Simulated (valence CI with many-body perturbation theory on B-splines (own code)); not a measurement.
**Bi⁷⁸⁺: electric-dipole lines**

Level of theory: relativistic CI+MBPT: three valence electrons over a frozen Dirac-Fock core [He], radial functions for each j: 11 s, 11 p, 9 d, 7 f, 5 g, 2 h, 1 i, with the one-electron correlation potential Σ1 (screened to all orders), the two-electron term Σ2, the three-electron term Σ3, Breit, model QED; selected single and double excitations, second order for the rest (own B-spline code, finite nucleus).

The last digits are not significant, and no measured levels were compared; by estimate large intervals hold to a few tenths of a per cent, small ones and those within an open d or f shell to about a per cent.

Lines 1 to 50 of 296 in falling wavelength, among levels below 1340.7 Ry, chosen from the strongest by gf and those to the six lowest levels. Wavelengths and rates use the calculated energies. Electric multipoles are in the length gauge, E1 and E2 with the static RPA response of the core. Weak lines are less certain than strong ones. Lines between different terms over intervals too small for the method are left out, as are lines whose strength nearly cancels. The highest levels of a list are the least certain.

Levels are named by their leading jj configuration (3d3/2^4 stands for four electrons in 3d with j = 3/2), which in mixed levels can hold well under half, so a name can repeat and another be missing. Letters in brackets count levels of one name in rising energy.

| λ vac (nm) | Upper | Lower | A (s⁻¹) | S (a.u.) |
| --- | --- | --- | --- | --- |
| 5.319 | (2p1/2 2p3/2 3d5/2) J=9/2 | (2s 2p3/2 3d5/2) J=7/2 [b] | 4.77e+10 | 3.54e-02 |
| 5.234 | (2s 2p1/2 2p3/2) J=3/2 [a] | (2s^2 2p3/2) J=3/2 | 1.70e+09 | 4.83e-04 |
| 5.150 | (2s 2p1/2 3d5/2) J=7/2 | (2s 2p1/2 3p3/2) J=5/2 [b] | 7.23e+10 | 3.90e-02 |
| 5.147 | (2p1/2 2p3/2 3d5/2) J=7/2 [b] | (2p1/2 2p3/2 3p3/2) J=5/2 [b] | 6.86e+10 | 3.70e-02 |
| 4.963 | (2p1/2^2 3d5/2) J=5/2 | (2p1/2^2 3p3/2) J=3/2 | 1.13e+11 | 4.09e-02 |
| 4.961 | (2s 2p3/2 3d5/2) J=7/2 [a] | (2s 2p3/2 3p3/2) J=5/2 [a] | 7.62e+10 | 3.67e-02 |
| 4.948 | (2s 2p3/2 3d5/2) J=9/2 | (2s 2p3/2 3p3/2) J=7/2 | 1.02e+11 | 6.08e-02 |
| 4.922 | (2p1/2 2p3/2 3d5/2) J=7/2 [a] | (2p1/2 2p3/2 3p3/2) J=5/2 [a] | 1.04e+11 | 4.89e-02 |
| 4.887 | (2s 2p1/2 3d5/2) J=5/2 [a] | (2s 2p1/2 3p3/2) J=3/2 [a] | 1.04e+11 | 3.60e-02 |
| 4.785 | (2s 2p1/2 3d5/2) J=5/2 [b] | (2s 2p1/2 3p3/2) J=3/2 [b] | 9.60e+10 | 3.12e-02 |
| 4.783 | (2p1/2 2p3/2 3d5/2) J=9/2 | (2p1/2 2p3/2 3p3/2) J=7/2 | 6.07e+10 | 3.28e-02 |
| 4.753 | (2p1/2 2p3/2 3d5/2) J=5/2 [a] | (2p1/2 2p3/2 3p3/2) J=3/2 [a] | 7.84e+10 | 2.49e-02 |
| 4.712 | (2s 2p3/2 3d5/2) J=7/2 [b] | (2s 2p3/2 3p3/2) J=5/2 [b] | 1.21e+11 | 5.00e-02 |
| 4.697 | (2p1/2 2p3/2 3p3/2) J=5/2 [b] | (2s 2p3/2 3p3/2) J=3/2 [b] | 8.02e+10 | 2.46e-02 |
| 4.621 | (2s 2p1/2 3p3/2) J=5/2 [b] | (2s^2 3p3/2) J=3/2 | 1.06e+11 | 3.09e-02 |
| 4.435 | (2s 2p1/2 2p3/2) J=5/2 | (2s^2 2p3/2) J=3/2 | 1.15e+10 | 2.96e-03 |
| 3.715 | (2s 2p1/2^2) J=1/2 | (2s^2 2p1/2) J=1/2 | 3.54e+10 | 1.79e-03 |
| 3.598 | (2p1/2^2 2p3/2) J=3/2 | (2s 2p1/2 2p3/2) J=1/2 | 1.81e+10 | 1.66e-03 |
| 3.378 | (2s 2p1/2 2p3/2) J=1/2 | (2s^2 2p3/2) J=3/2 | 2.51e+10 | 9.54e-04 |
| 3.366 | (2s 2p1/2 2p3/2) J=3/2 [b] | (2s^2 2p3/2) J=3/2 | 1.81e+10 | 1.37e-03 |
| 2.869 | (2p1/2^2 2p3/2) J=3/2 | (2s 2p1/2 2p3/2) J=5/2 | 1.01e+11 | 4.70e-03 |
| 2.611 | (2p1/2^2 2p3/2) J=3/2 | (2s 2p1/2 2p3/2) J=3/2 [a] | 2.56e+10 | 8.99e-04 |
| 1.619 | (2p1/2 2p3/2 3d3/2) J=5/2 [b] | (2p1/2 2p3/2 3p1/2) J=3/2 [b] | 1.45e+12 | 1.83e-02 |
| 1.610 | (2s 2p1/2 3d3/2) J=3/2 [b] | (2s 2p1/2 3p1/2) J=1/2 [b] | 1.40e+12 | 1.15e-02 |
| 1.606 | (2p1/2 2p3/2 3d3/2) J=3/2 [b] | (2p1/2 2p3/2 3p1/2) J=3/2 [b] | 1.58e+12 | 1.29e-02 |
| 1.565 | (2s 2p3/2 3d3/2) J=5/2 [a] | (2s 2p3/2 3p1/2) J=5/2 | 1.41e+12 | 1.60e-02 |
| 1.565 | (2s 2p3/2 3d3/2) J=5/2 [a] | (2s 2p3/2 3p1/2) J=3/2 [a] | 1.23e+12 | 1.40e-02 |
| 1.560 | (2s 2p3/2 3d3/2) J=3/2 [b] | (2s 2p3/2 3p1/2) J=1/2 | 1.40e+12 | 1.05e-02 |
| 1.553 | (2s 2p3/2 3d3/2) J=5/2 [b] | (2s 2p3/2 3p1/2) J=3/2 [b] | 2.71e+12 | 3.00e-02 |
| 1.550 | (2s 2p3/2 3d3/2) J=3/2 [a] | (2s 2p3/2 3p1/2) J=3/2 [a] | 2.17e+12 | 1.60e-02 |
| 1.547 | (2s^2 3d3/2) J=3/2 | (2s^2 3p1/2) J=1/2 | 2.63e+12 | 1.92e-02 |
| 1.547 | (2s 2p3/2 3d3/2) J=7/2 | (2s 2p3/2 3p1/2) J=5/2 | 2.65e+12 | 3.87e-02 |
| 1.545 | (2p1/2^2 3d3/2) J=3/2 | (2p1/2^2 3p1/2) J=1/2 | 2.70e+12 | 1.96e-02 |
| 1.545 | (2p1/2 2p3/2 3d3/2) J=5/2 [a] | (2p1/2 2p3/2 3p1/2) J=3/2 [a] | 2.15e+12 | 2.34e-02 |
| 1.542 | (2s 2p1/2 3d3/2) J=3/2 [a] | (2s 2p1/2 3p1/2) J=1/2 [a] | 2.60e+12 | 1.88e-02 |
| 1.541 | (2p1/2 2p3/2 3p3/2) J=3/2 [a] | (2p1/2 2p3/2 3s) J=3/2 [b] | 1.81e+12 | 1.31e-02 |
| 1.537 | (2p1/2 2p3/2 3d3/2) J=7/2 | (2p1/2 2p3/2 3p1/2) J=5/2 | 2.73e+12 | 3.92e-02 |
| 1.537 | (2s 2p3/2 3d3/2) J=1/2 [a] | (2s 2p3/2 3p1/2) J=3/2 [a] | 2.87e+12 | 1.03e-02 |
| 1.535 | (2s 2p1/2 3d3/2) J=5/2 | (2s 2p1/2 3p1/2) J=3/2 | 2.68e+12 | 2.88e-02 |
| 1.534 | (2p1/2 2p3/2 3d3/2) J=3/2 [a] | (2p1/2 2p3/2 3p1/2) J=1/2 | 1.53e+12 | 1.09e-02 |
| 1.532 | (2s 2p3/2 3p3/2) J=3/2 [a] | (2s 2p3/2 3s) J=3/2 [a] | 3.25e+12 | 2.31e-02 |
| 1.529 | (2p1/2 2p3/2 3p3/2) J=7/2 | (2p1/2 2p3/2 3s) J=5/2 | 3.04e+12 | 4.29e-02 |
| 1.528 | (2s 2p3/2 3d3/2) J=1/2 [b] | (2s 2p3/2 3p1/2) J=1/2 | 2.41e+12 | 8.49e-03 |
| 1.525 | (2s 2p1/2 3p3/2) J=3/2 [b] | (2s 2p1/2 3s) J=1/2 [b] | 2.23e+12 | 1.56e-02 |
| 1.518 | (2p1/2 2p3/2 3d3/2) J=1/2 [a] | (2p1/2 2p3/2 3p1/2) J=1/2 | 2.51e+12 | 8.65e-03 |
| 1.517 | (2s 2p1/2 3p3/2) J=1/2 | (2s 2p1/2 3s) J=1/2 [b] | 3.52e+12 | 1.21e-02 |
| 1.515 | (2p1/2 2p3/2 3p3/2) J=5/2 [a] | (2p1/2 2p3/2 3s) J=3/2 [a] | 4.13e+12 | 4.26e-02 |
| 1.513 | (2s 2p3/2 3p3/2) J=5/2 [b] | (2s 2p3/2 3s) J=3/2 [b] | 4.02e+12 | 4.12e-02 |
| 1.503 | (2p1/2 2p3/2 3d3/2) J=5/2 [b] | (2p1/2 2p3/2 3p1/2) J=5/2 | 1.01e+12 | 1.01e-02 |
| 1.499 | (2s 2p1/2 3d3/2) J=3/2 [b] | (2s 2p1/2 3p1/2) J=3/2 | 1.26e+12 | 8.39e-03 |
